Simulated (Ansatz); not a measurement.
BFH5NSi can be A, `N[SiH2]BF`, or B, `B[SiH](N)F`.

Calculated with Ansatz (gas phase, PBE0-D4/def2-TZVP geometries, no zero-point term in ΔE). CCSD(T)/CBS adds triple-zeta CCSD(T) − MP2 to the extrapolated MP2 energy (def2 sets, frozen cores). DFT in def2-TZVPP. B3LYP here is the variant with VWN-RPA as its local correlation; programs differ in this. One conformer a species, not always the lowest.

Q: Which is lower in electronic energy at CCSD(T)/CBS, and by how much? (Best estimate.)

A: The calculation gave: B, by 19.5 kJ/mol.

Q: Give E(B) − E(A) in kJ/mol with PBE-D4, BLYP-D4, r2SCAN-D4, CCSD/def2-TZVPP, HF/def2-TZVPP, B3LYP-D4, LDA (SPW92). (Best estimate.)

A: The calculation gave: PBE-D4 -5.8, BLYP-D4 -11.5, r2SCAN-D4 -14.1, CCSD/def2-TZVPP -17.1, HF/def2-TZVPP -22.6, B3LYP-D4 -14.1, LDA (SPW92) -1.5. None reverses the order clearly.

Q: Does the order hold for the free energy at 298.15 K (harmonic terms from PBE0-D4)? (An estimate is asked.)

A: Computed: Yes: G(B) − G(A) = -16.1 kJ/mol, for one conformer each. Modes under 60 cm⁻¹, often nearly free rotors, make the harmonic entropy too high.

Largest T1 diagnostic: 0.013.

At CCSD(T), def2-SVP lies +31.0 kJ/mol from the extrapolated value and def2-TZVPP +4.3 kJ/mol. In def2-TZVPP, CCSD(T) changes the Hartree–Fock value by +7.4 kJ/mol (the triples alone add +2.0 kJ/mol) and MP2 by +4.0 kJ/mol.
